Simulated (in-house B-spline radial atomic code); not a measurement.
Values are calculated unless marked as measured or tabulated.
**C6 from the polarisability at imaginary frequency: the calcium ion Ca²⁺**

BSE on G0W0@HF linear response of the closed shell [Ne] 3s2 3p6, from a B-spline radial code for spherical atoms; non-relativistic, point nucleus, no spin-orbit coupling.

The dispersion coefficient of two like species is C6 = (3/π) ∫ α(iu)² du from 0 to ∞.

| u (hartree) | α(iu) (bohr³) |
| --- | --- |
| 0 | 3.177 |
| 0.156 | 3.134 |
| 0.364 | 2.955 |
| 0.624 | 2.607 |
| 1.04 | 1.991 |
| 1.56 | 1.381 |
| 2.34 | 0.8369 |
| 3.64 | 0.4365 |
| 5.2 | 0.2482 |
| 7.79 | 0.1297 |
| 13 | 0.05727 |
| 26 | 0.01855 |

Question: Fit one oscillator, α(iu) = α(0)/(1 + u²/ω²), through u = 1.04 and estimate C6.

Answer: From α(0)/α(iu) − 1 = 3.177/1.991 − 1 = 0.5957, ω = u/√0.5957 = 1.3475 hartree (36.7 eV). London's formula gives C6 = (3/4) α(0)² ω = 0.75 × 3.177² × 1.3475 = 10.2 hartree·bohr⁶, and the oscillator holds f = α(0) ω² = 5.77 electrons, of a sum of oscillator strengths of 18.4.

Question: How does that compare with the full integral?

Answer: The program's quadrature over all excitations gives C6 = 10.44, so the single oscillator is off by -2.3 %. At the last point the fit gives α = 0.00851 against 0.0186: higher excitations, and deeper shells where there are any, keep the true curve higher at large u.
